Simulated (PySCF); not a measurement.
C4H9GaO2, SMILES C[O][Ga]([CH]=C)[O]C, GFN2-xTB optimised geometry.

```
16

Ga    -0.12    -0.44     0.00
C     -1.42    -1.98     0.00
C     -2.73    -1.78     0.00
H     -1.00    -2.98     0.00
H     -3.44    -2.59    -0.01
H     -3.13    -0.78    -0.01
O      1.63    -0.44     0.00
C      2.85    -1.16     0.00
H      3.40    -0.92    -0.91
H      3.44    -0.86     0.87
H      2.68    -2.24     0.04
O     -0.88     1.14     0.00
C     -0.49     2.50     0.00
H      0.60     2.61     0.00
H     -0.90     2.98    -0.89
H     -0.90     2.98     0.89
```

Density from PBE0/def2-TZVP (PySCF) at that geometry.

Minimum of the electron density along straight lines between bonded atoms, close to the bond critical point (lines longer than 1.1 times the sum of covalent radii, or with two minima, are not listed):

```json
[
 {"bond": "Ga1–C2", "length / Å": "2.020", "ρ at the minimum / e bohr⁻³": "0.106", "∇²ρ there / e bohr⁻⁵": "[?]", "position (fraction from the first atom)": "0.47"},
 {"bond": "C2–C3", "length / Å": "1.319", "ρ at the minimum / e bohr⁻³": "[?]", "∇²ρ there / e bohr⁻⁵": "-1.12", "position (fraction from the first atom)": "0.50"},
 {"bond": "C2–H4", "length / Å": "1.085", "ρ at the minimum / e bohr⁻³": "0.282", "∇²ρ there / e bohr⁻⁵": "-0.99", "position (fraction from the first atom)": "0.65"},
 {"bond": "C3–H5", "length / Å": "1.082", "ρ at the minimum / e bohr⁻³": "0.285", "∇²ρ there / e bohr⁻⁵": "-1.02", "position (fraction from the first atom)": "0.65"},
 {"bond": "C3–H6", "length / Å": "1.079", "ρ at the minimum / e bohr⁻³": "0.289", "∇²ρ there / e bohr⁻⁵": "-1.04", "position (fraction from the first atom)": "0.65"},
 {"bond": "Ga1–O7", "length / Å": "1.753", "ρ at the minimum / e bohr⁻³": "0.137", "∇²ρ there / e bohr⁻⁵": "0.82", "position (fraction from the first atom)": "0.49"},
 {"bond": "O7–C8", "length / Å": "1.410", "ρ at the minimum / e bohr⁻³": "0.254", "∇²ρ there / e bohr⁻⁵": "-0.49", "position (fraction from the first atom)": "0.65"},
 {"bond": "C8–H9", "length / Å": "1.093", "ρ at the minimum / e bohr⁻³": "0.283", "∇²ρ there / e bohr⁻⁵": "-1.00", "position (fraction from the first atom)": "0.65"},
 {"bond": "C8–H10", "length / Å": "1.094", "ρ at the minimum / e bohr⁻³": "0.283", "∇²ρ there / e bohr⁻⁵": "-1.00", "position (fraction from the first atom)": "0.65"},
 {"bond": "C8–H11", "length / Å": "1.093", "ρ at the minimum / e bohr⁻³": "0.283", "∇²ρ there / e bohr⁻⁵": "-0.99", "position (fraction from the first atom)": "0.64"},
 {"bond": "Ga1–O12", "length / Å": "1.755", "ρ at the minimum / e bohr⁻³": "0.140", "∇²ρ there / e bohr⁻⁵": "0.82", "position (fraction from the first atom)": "0.49"},
 {"bond": "O12–C13", "length / Å": "1.413", "ρ at the minimum / e bohr⁻³": "0.256", "∇²ρ there / e bohr⁻⁵": "[?]", "position (fraction from the first atom)": "0.65"},
 {"bond": "C13–H14", "length / Å": "1.093", "ρ at the minimum / e bohr⁻³": "0.283", "∇²ρ there / e bohr⁻⁵": "-0.99", "position (fraction from the first atom)": "0.64"},
 {"bond": "C13–H15", "length / Å": "1.094", "ρ at the minimum / e bohr⁻³": "0.283", "∇²ρ there / e bohr⁻⁵": "-1.00", "position (fraction from the first atom)": "0.64"},
 {"bond": "C13–H16", "length / Å": "1.094", "ρ at the minimum / e bohr⁻³": "0.283", "∇²ρ there / e bohr⁻⁵": "-1.00", "position (fraction from the first atom)": "0.64"}
]
```

What belongs in the gaps?


- Ga1–C2, ∇²ρ there / e bohr⁻⁵: 0.15
- C2–C3, ρ at the minimum / e bohr⁻³: 0.359
- O12–C13, ∇²ρ there / e bohr⁻⁵: -0.53
